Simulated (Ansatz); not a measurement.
Computed with Ansatz on PBE0-D4/def2-TZVP structures; ΔE is electronic, products minus reactants. CCSD(T)/CBS adds triple-zeta CCSD(T) − MP2 to the extrapolated MP2 energy (def2 sets, frozen cores). DFT in def2-TZVPP. Elements past krypton have def2 core potentials. For Cd, In outer-core shells are correlated without core-valence functions, which leaves a few kJ/mol of doubt a bond. One conformer a species, not always the lowest.

`[F][Cd][O][SiH3]` + `F[CH2][InH2]` → `F[CH2][InH][SiH3]` + `[OH][Cd][F]`  (formal exchange of groups at the Si–O bond)

`[F][Cd][O][SiH3]`:

Cartesian coordinates in Å:
```
F -3.323 -1.979 -0.801
Cd -1.837 -0.989 -0.088
O -0.379 0.012 0.721
Si 1.038 0.595 0.171
H 0.839 1.619 -0.897
H 1.894 -0.482 -0.409
H 1.767 1.224 1.304
```

`F[CH2][InH2]`:

```xyz
7

F    -0.027    1.962    0.127
C     0.612    0.733    0.258
In   -0.688   -0.927   -0.297
H     0.946    0.634    1.296
H     1.509    0.749   -0.371
H    -2.296   -0.620   -0.830
H    -0.055   -2.532   -0.183
```

`F[CH2][InH][SiH3]`:

Z-matrix (Å, degrees):
```
C
In 1 2.185
F 1 1.390 2 112.2
H 1 1.095 2 110.5 3 120.7
H 1 1.095 2 110.5 3 -120.7
Si 2 2.580 1 119.8 3 179.5
H 2 1.727 1 118.2 3 -0.2
H 6 1.489 2 112.8 1 5.7
H 6 1.491 2 110.1 1 -114.5
H 6 1.490 2 111.0 1 126.6
```

`[OH][Cd][F]`:

Cartesian coordinates in Å:
```
O -0.805 -1.048 0.397
Cd 0.353 0.495 0.099
F 1.499 2.036 -0.071
H -1.047 -1.483 -0.425
```

**Question.** Is it downhill or uphill in electronic energy at CCSD(T)/CBS, and by how much? (Best estimate.)

**Answer.** Ansatz gave: Uphill: ΔE = +69.6 kJ/mol.

**Question.** What do these levels give: PBE-D4, r2SCAN-D4, B2PLYP, PBE, r2SCAN, PBE0, MP2/def2-TZVPP, SCS-MP2/def2-TZVPP, CCSD(T)/def2-TZVPP, SCS-MP2/def2-QZVPP, HF/CBS(def2), CCSD/CBS(def2)? (Estimate.)

**Answer.** Ansatz gave: PBE-D4 46.8, r2SCAN-D4 66.8, B2PLYP 75.3, PBE 46.2, r2SCAN 66.8, PBE0 57.7, MP2/def2-TZVPP 77.5, SCS-MP2/def2-TZVPP 84.0, CCSD(T)/def2-TZVPP 75.5, SCS-MP2/def2-QZVPP 81.3, HF/CBS(def2) 106.8, CCSD/CBS(def2) 73.1 kJ/mol.

Largest T1 diagnostic among the species: 0.017.

From PBE to PBE0 (25 % exact exchange), in def2-TZVPP and without D4, ΔE moves by +11.5 kJ/mol. In def2-TZVPP, CCSD(T) changes the Hartree–Fock value by −29.9 kJ/mol (the triples alone add −3.5 kJ/mol) and MP2 by −27.9 kJ/mol.
